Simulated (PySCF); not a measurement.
CH₅MoNOS₂, SMILES C[N]=[Mo]([SH])([SH])=[O], multiplicity 1.

Geometry: PBE0-D3(BJ)/def2-SVP. The multiplicity is an assumed one; other spin states were not compared. The def2 effective core potentials stand for the cores of Mo; spin–orbit coupling is left out. The values are those of a single conformer.

Two levels are set side by side: TDA-PBE/def2-SVPD (PySCF) and TDA-B3LYP/def2-SVPD (PySCF). Vertical, same geometry. The lowest singlet is HOMO→LUMO+1 95 % with PBE and HOMO→LUMO 75 %, HOMO−2→LUMO 17 % with the other functional; states are paired by order. Differences are taken from unrounded values.

| quantity | TDA-B3LYP | TDA-PBE | TDA-PBE minus TDA-B3LYP |
|---|---|---|---|
| lowest singlet excitation (eV) | 3.86 | 3.62 | -0.24 |
| lowest triplet excitation (TDA) (eV) | 3.12 | 2.98 | -0.15 |
| first bright state (f over 0.05) (eV) | 3.86 | 3.74 | -0.13 |
| its oscillator strength | 0.08 | 0.08 | 0.00 |

A lower first singlet is the usual sign of a functional without exact exchange. Differences between two approximate levels are no errors against the true value.

Rough cost on one machine, each run with all the roots and properties that it gave: TDA-B3LYP against TDA-PBE about 2 times.
